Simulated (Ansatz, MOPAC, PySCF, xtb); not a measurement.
The molecule KBr, closed-shell singlet (the spin of the measured ground state). No spin–orbit coupling. K is treated without relativity. Br is treated without relativity.

Seven points along R, fitted to fifth degree in 1/R; most abundant isotopes. In def2 and cc sets the state is the lowest found near the PBE0 minimum, followed along R. The singlet is held restricted. HF and MP2 rows in def2 and cc sets belong to the determinant that coupled cluster picked by its CCSD energy.

Codes used: Ansatz (Gaussian basis) for Hartree–Fock, density functionals and correlated methods; MOPAC for AM1, PM6, PM7 (differences of heats of formation); PySCF for 3-21G rows, LANL2DZ rows, STO-3G rows; xtb for the GFN methods. Values without a source in brackets are computed.

```tsv
level	r_e (Å)	ω_e (cm⁻¹)	B_e (cm⁻¹)	α_e (cm⁻¹)	D_e (eV)	dipole (D)
AM1	2.948	271	0.0744	0.00024	-	-
PM6	2.996	204	0.0720	0.00020	-	-
PM7	2.852	260	0.0795	0.00032	-	-
GFN1-xTB	2.754	274	0.0852	0.00060	-	-
GFN2-xTB	2.841	179	0.0801	0.00076	-	-
HF/STO-3G	2.782	310	0.0835	0.00021	-	9.14
HF/3-21G	2.996	199	0.0720	0.00034	-	12.54
HF/def2-TZVPP	2.919	207	0.0758	0.00038	-	-
HF/def2-QZVPP	2.913	206	0.0762	0.00038	-	-
SVWN5/def2-TZVPP	2.794	226	0.0828	0.00041	4.27	10.02
PBE/def2-TZVPP	2.854	212	0.0793	0.00040	3.88	10.27
BP86/LANL2DZ	2.985	193	0.0725	0.00041	-	11.92
r2SCAN/def2-TZVPP	2.859	215	0.0791	0.00040	4.07	10.75
B97M-V/def2-TZVPP	2.860	216	0.0790	0.00040	3.87	10.61
B3LYP/LANL2DZ	2.982	196	0.0727	0.00040	-	12.03
B3LYP/def2-TZVPP	2.869	212	0.0785	0.00039	3.82	10.59
PBE0/def2-TZVPP	2.848	216	0.0797	0.00040	3.90	10.60
BHLYP/def2-TZVPP	2.864	216	0.0788	0.00039	3.79	10.86
CAM-B3LYP/def2-TZVPP	2.854	217	0.0794	0.00039	3.89	10.72
wB97X-V/def2-TZVPP	2.857	217	0.0792	0.00039	4.08	10.88
wB97M-V/def2-TZVPP	2.858	216	0.0791	0.00039	4.02	10.76
B2PLYP/def2-TZVPP	2.867	215	0.0786	0.00039	3.86	-
MP2/def2-TZVPP	2.868	217	0.0786	0.00039	-	-
MP2/def2-QZVPP	2.834	221	0.0805	0.00039	-	-
SCS-MP2/def2-TZVPP	2.880	215	0.0779	0.00039	-	-
SCS-MP2/def2-QZVPP	2.850	218	0.0796	0.00038	-	-
CCSD/def2-TZVPP	2.880	215	0.0779	0.00038	3.76	-
CCSD/def2-QZVPP	2.851	218	0.0795	0.00038	3.92	-
CCSD(T)/def2-TZVPP	2.877	216	0.0781	0.00039	3.82	-
CCSD(T)/def2-QZVPP	2.846	219	0.0798	0.00038	4.00	-
```

D_e counts from each atom's lowest state at the same level, without counterpoise or zero-point energy.

Correlated levels freeze the inner cores; with def2 sets outer-core shells near the valence are correlated too. Rows in 3-21G, LANL2DZ, STO-3G carry no dispersion term and start afresh at each structure; the Pople sets are all-electron and without relativity. LANL2DZ brings its own core potentials from Na on. The state that AM1, PM6, PM7 reach isn't checked; PM7 holds dispersion and hydrogen-bond terms.

Measured for the ground state: r_e 2.8208 Å, ω_e 213 cm-1, B_e 0.081221 cm-1, α_e 0.00040481 cm-1 [Huber and Herzberg (1979), NIST Chemistry WebBook]. D_0 3.891 ± 0.044 eV (a handbook's tabulated 298 K bond energy less 3RT/2; such tables hold older values) [Luo, bond dissociation energies, CRC Handbook]. dipole 10.628 D [compilation of Liu, Meijer and Pérez-Ríos].

Ansatz is a quantum-chemistry and plane-wave program.
